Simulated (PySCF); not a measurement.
Zn(Me) (CH3Zn), SMILES [CH3][Zn] (connectivity only; charge and spin as stated), neutral, multiplicity 2.

Geometry optimised at PBE-D3(BJ)/def2-TZVP. The multiplicity is an assumed one; other spin states were not compared. The isomer is the one that the SMILES or the coordinates give; other isomers of the formula were not compared.

Method: IEF-PCM-ωB97X/def2-SVP in PySCF.

The values are the electrostatic part of the solvation free energy, E(continuum) − E(gas) at the gas-phase geometry, in a cavity of scaled van der Waals radii (PySCF's table); cavitation and dispersion terms are not included. A continuum can't describe solvent molecules that bind to the metal. The dipole moment in vacuum is 0.23 D.

Computed values in water (ε = 78.36), methanol (ε = 32.61), chlorobenzene (ε = 5.70):
```
solvent            ε  ΔG(elec) (kcal/mol)  dipole (D)
-------------  -----  -------------------  ----------
water          78.36                 -4.2        1.20
methanol       32.61                 -4.0        1.17
chlorobenzene   5.70                 -3.1        0.94
```
